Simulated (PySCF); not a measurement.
ClIn, triplet, geometry from GFN2-xTB (such geometries of metal compounds can be far from the true shape) (the spin is typed, not shown lowest) (core potentials on In). Base run: HF/def2-TZVP (PySCF).

PySCF was given this input:
```python
from pyscf import gto, scf

mol = gto.M(
    atom='''
In   -0.000000   -0.000000   -0.636312
Cl    0.000000    0.000000    1.834075
''',
    basis='def2-tzvp',
    ecp={'In': 'def2-tzvp'},
    charge=0,
    spin=2,
    verbose=4,
)

mf = scf.UHF(mol)
mf.kernel()
```

Each row names what was changed in the base input (with any setting that the change needs).

```csv
change,ΔE vs base (mEh),SCF cycles,<S^2>,outcome
base,0.000,14,2.012,converged
diis = off (with mf.max_cycle = 100),0.000,35,2.012,converged
diis_space = 20,0.000,14,2.012,converged
init_guess = mod_huckel,0.000,12,2.012,converged
diis_space = 12,0.000,14,2.012,converged
solver = newton,0.000,-,2.012,converged
level_shift = 1.0 (with mf.max_cycle = 100),0.000,36,2.012,converged
conv_tol = 1e-4,0.001,9,2.013,converged
conv_tol = 1e-11,0.000,15,2.012,converged
solver = newton; init_guess = 1e,257.2,-,2.021,another SCF solution
level_shift = 0.5 (with mf.max_cycle = 100),0.000,24,2.012,converged
DIIS = ADIIS,0.000,35,2.012,converged
conv_tol_grad = 1e-3,0.000,14,2.012,converged
```

A guess, shift, damping, solver or small numerical setting can't move a converged solution much, so rows marked as another SCF solution ended in a different state.

Open shells are given as the SCF converged; they aren't shown to be the lowest states, and a large step between rows can be another state.
